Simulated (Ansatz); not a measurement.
`FC[SiH2][GaH2]` + H₂ → `FC[SiH3]` + `[GaH3]`  (hydrogenolysis of the Si–Ga bond)

Gas-phase electronic energies from Ansatz, PBE0-D4/def2-TZVP geometries. CCSD(T)/CBS is the MP2 limit (def2-TZVPP, def2-QZVPP) plus CCSD(T) − MP2 in def2-TZVPP, frozen cores. This one scheme is used for every species. DFT in def2-TZVPP. HSE06 is defined as in plane-wave codes. For Ga outer-core shells are correlated without core-valence functions, which leaves a few kJ/mol of doubt a bond. Scalar relativity is left out up to krypton. Each species was taken in one conformer, which may not be the lowest.

```json
{"level": "ωB97M-V", "ΔE (kJ/mol)": "2.0"}
{"level": "HSE06", "ΔE (kJ/mol)": "1.8"}
```

What does CCSD(T)/CBS give? (Best estimate.)

Ansatz gave: +5.8 kJ/mol. The listed levels differ from it by -3.8, -4.0 kJ/mol.

Largest T1 diagnostic among the species: 0.013.

From r2SCAN to r2SCAN0 (25 % exact exchange), in def2-TZVPP and without D4, ΔE moves by −6.3 kJ/mol. In def2-TZVPP, CCSD(T) changes the Hartree–Fock value by +40.0 kJ/mol (the triples alone add +7.0 kJ/mol) and MP2 by +41.4 kJ/mol.

CCSD(T)/CBS has its own doubt, a few kJ/mol and more with outer-core shells, so smaller differences from it don't rank the levels.
